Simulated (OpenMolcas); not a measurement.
Mo3+ with its 6 nearest oxide ions at 2.082 Å, on the Mg site of MgO (a = 4.2112 Å, distance in the model lattice 2.106 Å). The rest of the host is ab initio model potentials to 7.6 Å, with orthogonalisation functions on the cations behind the ligands, and point charges beyond; the distance is set by hand and nothing relaxes, and no local charge compensation is placed. Ligand basis ANO-RCC-VDZP.

- Program: OpenMolcas
- Method: SS-CASPT2, IPEA 0.25 Eh, imaginary shift 0.1 Eh (closed shells correlated: 4s 4p and the ligand valence shells)
- Basis: ANO-RCC-VDZP [6s5p3d1f]
- Scalar Hamiltonian: DKH2, point nucleus
- Active space: 3 electrons in 5 orbitals (4d)
- State averaging: 2S+1 = 4 even, 10 roots; 2S+1 = 2 even, 40 roots
- Spin-orbit coupling: state interaction with AMFI integrals over the reference wave functions

**Question.** What is the spin-free ground state (labels of O, the rotations of Oh)?

**Answer.** 4A2, 1-fold in its orbital part; it has the highest spin that d3 allows.

**Question.** Where is the first state of the same spin?

**Answer.** 4T2 at 33600 cm-1 above the ground state.

**Question.** What are the lowest two levels with spin-orbit coupling?

**Answer.** A 4-fold level Γ8, then a 4-fold level Γ8 9780 cm-1 above it. Their leading multiplicities are 4 (100 %) and 2 (100 %).

**Question.** What is χT at 300 K, and how does it compare with the textbook value?

**Answer.** The lowest level has 2S+1 = 4, for which the spin-only value is χT = S(S+1) / 2 = 1.875 cm3 K/mol (g = 2). The computed 1.809 at 300 K differs by -0.066, through orbital momentum, spin-orbit coupling and any other state in reach.

Roots that are degenerate in the reference are averaged as groups; the widest CASPT2 spread within a group is 360 cm-1 (the 3-fold group of multiplicity 2 near 42400 cm-1 above the lowest state of its run). Shifts and gaps below about the spread of the groups concerned are not significant. Over all roots computed the reference weight is 0.69 to 0.71; a low but even weight reflects the number of correlated electrons. The least metal-like active orbital is 77 % on the metal (Löwdin) and no ligand orbital is active, so the numbers are rough. Ligand-to-metal charge-transfer states are missing. With no ligand orbital active B as a rule stays too high, so bands that hang on it stand too high and its fall with covalency is understated. With one d shell and no ligand orbital active, 10Dq can be off by a tenth or more. No measured value stands beside these numbers; the geometry was set by hand and not optimised.
